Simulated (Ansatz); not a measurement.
A run for Ansatz (an electronic-structure program): U-CCSD(T)/def2-TZVPP on H6SiSn (SMILES [SiH3][SnH3]), a point of a bond scan (R = 2.964 Å). Elements past Kr take the def2 small-core potentials; no spin–orbit coupling. The run froze 14 orbitals, filled d shells among them.

Ansatz 0.2 input:
```yaml
crystal:
  periodic: [false, false, false]
  atoms:
    - {symbol: Sn, position_ang: [-0.61782741, 0.06128438, -0.01104223]}
    - {symbol: Si, position_ang: [1.94433205, -0.19286485, 0.03475042]}
    - {symbol: H, position_ang: [-1.31526903, -0.97677330, -1.18186460]}
    - {symbol: H, position_ang: [-1.06686420, 1.66906744, -0.39602690]}
    - {symbol: H, position_ang: [-1.29897929, -0.32715219, 1.51210016]}
    - {symbol: H, position_ang: [2.67818651, -2.98572579, 0.70378186]}
    - {symbol: H, position_ang: [2.52737364, 0.71260904, 1.05295175]}
    - {symbol: H, position_ang: [2.51320142, 0.14743305, -1.29082092]}
basis:
  gaussian:
    orbitals: def2-TZVPP
correlation: {method: ccsd_t, electrons: outside_noble_gas}
scf: {omitted_lower_state_checks: [cluster_reference]}
magnetization: {spin_polarized: true, initial_magnetization: 0}
```

The head of its log:

```
WARN ansatz: RAYON_NUM_THREADS=1 ignored (pool sized by the plan → 1); use --threads N
Functional definition: HF
these checks for a lower state are left out or cut short: cluster_reference
integrals: 0.91 GiB planned
1148 factors; integrals over basis functions are off by at most 1.3e-3 eV
mean field: 0.66 GiB planned
mean field evaluation 1: about -13756.8275 eV, gradient 9.9e0 eV
mean field evaluation 2: about -13756.8265 eV, gradient 9.9e0 eV
mean field evaluation 4: about -13757.9799 eV, gradient 1.7e0 eV
mean field evaluation 8: about -13758.0012 eV, gradient 6.0e-4 eV
mean field evaluation 16: about -13758.0012 eV, gradient 2.2e-4 eV
mean field evaluation 32: about -13759.4350 eV, gradient 2.9e-6 eV
mean field evaluation 64: about -13759.3674 eV, gradient 2.6e0 eV
mean field -13759.43503522 eV, -505.6499110644 hartree, gradient 2.8e-6 eV, S^2 0.889989; 4 other end points of the search recorded, 0 dependent functions left out
14 core orbitals not correlated
reference -13759.43503522 eV, -505.6499110644 hartree; 7, 7 occupied and 155, 155 virtual orbitals, 1148 factors
```

### Question
Predict the final total energy.

### Answer
-505.9366 hartree (reference determinant -505.6499, T1 diagnostic 0.040). Its determinant has ⟨S²⟩ = 0.89, a mixture of spin states.
